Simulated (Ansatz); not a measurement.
ClH₄NSi₂ (`Cl[SiH]1N[SiH2]1`). The species carries charge 0 and has multiplicity 1.

```xyz
8

Cl    0.8317   -0.0290    2.6765
Si    0.8717   -0.2953    0.6371
N    -0.5898   -0.7475   -0.1264
Si   -0.3912    0.8519   -0.7884
H     2.0772   -1.1114    0.3726
H    -1.2517   -1.5051   -0.1564
H    -0.1820    0.9492   -2.2572
H    -1.3660    1.8873   -0.3578
```

Question: List the harmonic frequencies (cm⁻¹, unscaled) at PBE0-D4/def2-TZVP in Ansatz. (Estimate.)

Answer: Computed: 137, 217, 379, 461, 532, 552, 584, 648, 740, 763, 820, 937, 971, 1015, 2212, 2222, 2244, 3635.

Question: Is this a minimum?

Answer: Yes, all 18 modes are real.

Question: Give the ideal-gas thermochemistry at 298.15 K and 1 bar (rigid rotor, harmonic oscillator; point group C1, symmetry number 1).

Answer: Zero-point energy 114.1 kJ/mol; H(298) − E = 131.5 kJ/mol; entropy 319.7 J/(mol·K), of which translation 167.4, rotation 112.1, vibration 40.3; G(298) − E = 36.2 kJ/mol.

Question: And at 400, 500, 600, 800 and 1000 K?

Answer: 
```json
{"T (K)": "400", "H − E (kJ/mol)": "141.9", "S (J/mol/K)": "349.6", "G − E (kJ/mol)": "2.0"}
{"T (K)": "500", "H − E (kJ/mol)": "153.6", "S (J/mol/K)": "375.7", "G − E (kJ/mol)": "-34.2"}
{"T (K)": "600", "H − E (kJ/mol)": "166.3", "S (J/mol/K)": "398.9", "G − E (kJ/mol)": "-73.0"}
{"T (K)": "800", "H − E (kJ/mol)": "194.1", "S (J/mol/K)": "438.7", "G − E (kJ/mol)": "-156.9"}
{"T (K)": "1000", "H − E (kJ/mol)": "224.0", "S (J/mol/K)": "472.0", "G − E (kJ/mol)": "-248.0"}
```

Question: Rotational constants (cm⁻¹)?

Answer: 0.3147, 0.06068, 0.05792.
